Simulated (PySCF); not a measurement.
Spectra and structures to be paired. Method used: PySCF, TDDFT PBE0/def2-SVPD, vertical, gas phase, core orbitals frozen in the response. Geometries: GFN2-xTB; one conformer of each isolated species. Triplets are in the Tamm–Dancoff approximation.

A. `O=S1CCCCC1`
B. `CS[C@H](C)C(C)=O`
C. `C1OCSC=1F`
D. `[H]/N=C\CNC[SiH2]C#N`
E. `CC[SiH2][C@@H]1S[C@@H]1F`

Lowest singlet levels (six at most, fewer where fewer were computed) with oscillator strengths:

1. 293 nm (f 0.016); 250 nm (f 0.010); 215 nm (f 0.013); 206 nm (f 0.011); 194 nm (f 0.003); 182 nm (f 0.052); T1 3.66 eV
2. 317 nm (f 0.000); 236 nm (f 0.000); 234 nm (f 0.000); 230 nm (f 0.117); 199 nm (f 0.003); 199 nm (f 0.006); T1 3.55 eV
3. 237 nm (f 0.004); 218 nm (f 0.008); 211 nm (f 0.007); 202 nm (f 0.004); 196 nm (f 0.007); 195 nm (f 0.026); T1 4.37 eV
4. 258 nm (f 0.004); 203 nm (f 0.019); 198 nm (f 0.043); 185 nm (f 0.003); 179 nm (f 0.020); 173 nm (f 0.013); T1 4.32 eV
5. 218 nm (f 0.008); 212 nm (f 0.040); 200 nm (f 0.013); 191 nm (f 0.063); 190 nm (f 0.000); 180 nm (f 0.009); T1 5.03 eV

Question: Match each spectrum to its molecule.

Answer: 1 = B, 2 = C, 3 = D, 4 = E, 5 = A.
- A: S1 at 5.69 eV, HOMO→LUMO (70%), HOMO→LUMO+2 (18%); Löwdin shares by element: HOMO oxygen 50%, sulfur 30%, carbon 14% or more; LUMO carbon 25% or more, sulfur 19% (atoms not listed hold the other 55%); HOMO -6.60 and LUMO 0.36 eV; point group Cs, 1 of its 6 listed states under f = 0.0005.
- B: S1 at 4.23 eV, HOMO→LUMO (76%), HOMO-1→LUMO (21%); Löwdin shares by element: HOMO sulfur 56%, carbon 17% or more, oxygen 10% (atoms not listed hold the other 17%); LUMO carbon 40% or more, oxygen 29%, sulfur 17%; HOMO -6.56 and LUMO -0.73 eV.
- C: S1 at 3.91 eV, HOMO→LUMO (98%); Löwdin shares by element: HOMO carbon 37% or more, sulfur 32%, oxygen 16%; LUMO sulfur 57%, carbon 25% or more, oxygen 4%; HOMO -5.88 and LUMO -0.38 eV; point group Cs, 3 of its 6 listed states under f = 0.0005.
- D: S1 at 5.23 eV, HOMO-1→LUMO+2 (42%), HOMO→LUMO+2 (21%), HOMO-1→LUMO+1 (21%); Löwdin shares by element: HOMO nitrogen 61% or more, carbon 18% or more (atoms not listed hold the other 21%); LUMO carbon 29% or more, silicon 26%, nitrogen 21% or more (atoms not listed hold the other 24%); HOMO -7.41 and LUMO -0.65 eV.
- E: S1 at 4.81 eV, HOMO→LUMO (96%); Löwdin shares by element: HOMO sulfur 69%, carbon 18% or more, silicon 4%; LUMO sulfur 49%, carbon 29% or more, silicon 8%; HOMO -6.87 and LUMO -0.35 eV.
